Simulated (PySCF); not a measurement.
5-ethenylidene-2H-furan (C₆H₆O), SMILES C=C=C1C=CCO1. Heavy atoms are numbered as in [CH2:1]=[C:2]=[C:3]1[CH:4]=[CH:5][CH2:6][O:7]1. Hydrogens are named by the atom that carries them.

The structure is a stationary point at PBE-D3(BJ)/def2-SVP. One conformer was computed; it need not be the lowest.

The numbers are results of PBE/pcSseg-1 in PySCF, not measurements.

GIAO shieldings, no solvent; atoms alike by connectivity are averaged. δ = σ(ref) − σ: ¹³C against TMS (σ = 182.0 ppm); ¹⁷O against H2O (σ = 334.3 ppm); ¹H against TMS (σ = 31.49 ppm), references at their B3LYP-D3(BJ)/def2-TZVP geometries, non-relativistic.

```
atoms     nucleus  count  δ (ppm)
--------  -------  -----  -------
C2            ¹³C      1    222.9
C3            ¹³C      1    150.6
C4 (CH)       ¹³C      1    135.8
C5 (CH)       ¹³C      1    134.9
C1 (CH2)      ¹³C      1        …
C6 (CH2)      ¹³C      1     87.8
O7            ¹⁷O      1        …
H on C4        ¹H      1        …
H on C1        ¹H      2        …
H on C5        ¹H      1     6.39
H on C6        ¹H      2        …
```

Question: Fill in the missing entries. (An estimate is asked for; the answer gives what the named calculation found.)

Answer: 
- C1 (CH2), δ (ppm): 99.8
- H on C4, δ (ppm): 6.65
- H on C1, δ (ppm): 6.54
- O7, δ (ppm): 118.6
- H on C6, δ (ppm): 5.75
